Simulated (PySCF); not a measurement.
**Electronic structure of As⁺ (arsenic, charge +1) at the UHF level**

Configuration: [Ar] 3d10 4s2 4p2, high-spin 3P determinant. All numbers are calculated (PySCF 2.14, scalar relativity by spin-free X2C-1e, in Sapporo-DKH3-DZP-2012 (6s5p3d1f, 43 functions)).

```
Total energy                                                  : -2258.618650 hartree
One-electron energy                                           : -3134.1618 hartree
Hartree (Coulomb) energy                                      : 958.0216 hartree
Exchange energy                                               : -82.4785 hartree
⟨S²⟩                                                          : 2.0089
⟨L²⟩                                                          : 2.026
Sum of ⟨r⟩                                                    : 21.61 bohr
Sum of ⟨r²⟩                                                   : 30.19 bohr²
Traceless quadrupole moment −½Σ⟨3z² − r²⟩ along its main axis : 2.46 e·bohr²
Langevin diamagnetic susceptibility                           : -23.9 ×10⁻⁶ cm³/mol
Time after the integrals                                      : 0.12 s of wall time on 1 thread of Intel(R) Xeon(R) 6975P-C (shared host)
```

```tsv
shell	electrons	mean orbital energy (eV)	spread (eV)	rms radius, mean of both spins (bohr)
1s α	1	-11954.3	0	0.0524
1s β	1	-11954.2	0	0.0524
2s α	1	-1582.3	0	0.219
2s β	1	-1582.3	0	0.219
2p α	3	-1384.3	0.066	0.196
2p β	3	-1384.1	0.165	0.196
3s α	1	-235.47	0	0.639
3s β	1	-235.14	0	0.639
3p α	3	-171.83	0.078	0.667
3p β	3	-171.38	0.555	0.667
3d α	5	-66.531	0.312	0.749
3d β	5	-66.299	0.558	0.749
4s α	1	-30.453	0	2.06
4s β	1	-25.352	0	2.06
4p α	2	-18.453	0	2.48
```

Densities and radii are taken from the X2C orbitals without a picture-change correction, which distorts them close to the nucleus.
